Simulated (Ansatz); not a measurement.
Isolated molecules relaxed with PBE0-D4/def2-TZVP in Ansatz; ΔE leaves out vibrations. CCSD(T)/CBS is the MP2 limit (def2-TZVPP, def2-QZVPP) plus CCSD(T) − MP2 in def2-TZVPP, frozen cores. This one scheme is used for every species. Functionals use def2-TZVPP. For Ga, Ge outer-core shells are correlated without core-valence functions, which leaves a few kJ/mol of doubt a bond. Scalar relativity is left out up to krypton. Each species was taken in one conformer, which may not be the lowest.

`O/C=[N]/[GaH2]` + `[F][GeH3]` → `[F][GeH2][GaH2]` + `N=CO`  (formal exchange of groups at a Ga–N bond)

(1) Is it downhill or uphill in electronic energy at CCSD(T)/CBS, and by how much? (Best estimate.)

(2) What do these levels give: BLYP-D4, r2SCANh-D4, r2SCAN0, CCSD/def2-SVP, MP2/def2-QZVPP, SCS-MP2/def2-QZVPP? (Best estimate.)

Largest T1 diagnostic among the species: 0.016.

## Answers

(1) The calculation gave: Uphill: ΔE = +0.07 eV.

(2) Ansatz gave: BLYP-D4 0.06, r2SCANh-D4 0.06, r2SCAN0 0.04, CCSD/def2-SVP 0.21, MP2/def2-QZVPP 0.17, SCS-MP2/def2-QZVPP 0.17 eV.

At CCSD(T), def2-SVP lies +0.16 eV from the extrapolated value and def2-TZVPP +0.03 eV. Leaving LDA and LC-ωPBE aside and taking each functional with its dispersion term where it has one, the values, not all of them listed here, spread over 0.13 eV, from HSE06-D4 to B97M-V. LDA lies +0.08 eV from PBE without D4.
